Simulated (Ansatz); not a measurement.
Geometry optimisation, RKS revPBE/def2-SVP in Ansatz 0.2.0.

Input file:

```yaml
crystal:
  periodic: [false, false, false]
  atoms:
    - { symbol: B, position_ang: [0.0, 0.0, 0.0] }
    - { symbol: C, position_ang: [0.0, 0.0, 1.6] }
    - { symbol: H, position_ang: [-0.9996, -0.3092, 1.9705] }
    - { symbol: H, position_ang: [0.7676, -0.7111, 1.9705] }
    - { symbol: H, position_ang: [0.232, 1.0203, 1.9705] }
    - { symbol: F, position_ang: [1.1431, 0.0, -0.66] }
    - { symbol: F, position_ang: [-1.1431, 0.0, -0.66] }
basis:
  gaussian: { orbitals: def2-SVP }
hamiltonian:
  xc: revpbe
relax:
  f_tol: 0.02
  max_steps: 40
```

Run as:

```bash
$ ansatz run input.yaml --threads 1 --pin off --max-ram 2048MiB --backend cpu --events-out ev --progress --plain --runs-dir out
```

Problem. Where does it end, and by what steps?

Solution. The forces met the threshold. After 4 steps the energy has fallen by 0.055 eV; F7 moved furthest, 0.05 Å.

```tsv
step	energy less start (eV)	largest force component (eV/Å)	accepted
0	0.0000	1.879	yes
1	-0.0404	1.007	yes
2	-0.0254	0.893	no
3	-0.0545	0.040	yes
4	-0.0547	0.009	yes
```

```xyz
7
Properties=species:S:1:pos:R:3
B -0.005 -0.007 0.019
C -0.011 -0.022 1.591
H -0.992 -0.310 2.015
H 0.777 -0.688 1.996
H 0.226 1.001 1.958
F 1.138 0.000 -0.681
F -1.133 0.025 -0.706
```

Run time: 9.6 s on 1 thread of AMD EPYC 7R43 64-Core Processor (Zen 3), on a shared host, peak memory 0.14 GiB.
